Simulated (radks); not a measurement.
Task: Sb XXI, 31 electrons, occupied as [Ar] 3d10 4s2 4p1. All-electron calculation, scalar-relativistic Kohn-Sham, PBE, spin-polarised, spherical densities, finite nucleus; open shells are filled with parallel spins first (spin-orbit coupling, left out, can overturn this in heavy ions); Fermi nuclear charge, rms radius 4.6802 fm. Program: a radial shooting solver on a logarithmic mesh with Libxc functionals. Some entries of the table are withheld. Estimate them.

orbital,occ.,eigenvalue (hartree),<r^2> (bohr^2),r(max) (bohr)
1s up,1,-1134.870,0.001094,0.01835
1s down,1,-1134.853,0.001094,0.01835
2s up,1,-190.3099,0.01768,0.1036
2s down,1,-190.3008,0.01768,0.1036
2p up,3,-173.0634,0.01396,0.08298
2p down,3,-173.0484,0.01396,0.08299
3s up,1,-53.02184,0.1219,0.2981
3s down,1,-53.00223,0.1219,0.2981
3p up,3,-47.38434,0.1215,0.2911
3p down,3,-47.36225,0.1214,0.2911
3d up,5,-38.88594,0.1050,0.2411
3d down,5,-38.86465,0.1049,0.2411
4s up,1,-22.69200,0.5459,0.6746
4s down,1,-22.56492,0.5460,0.6736
4p up,1,-20.68695,0.5839,0.6944
4p down,0,-20.56053,0.5845,0.6936
4d up,0,(1),0.6291,0.7097
4d down,0,(2),0.6303,0.7088
5s up,0,(3),1.658,1.246
5s down,0,(4),1.662,1.247

Result: 
(1) 4d up eigenvalue (hartree): -17.69817
(2) 4d down eigenvalue (hartree): -17.57733
(3) 5s up eigenvalue (hartree): -12.60255
(4) 5s down eigenvalue (hartree): -12.54075
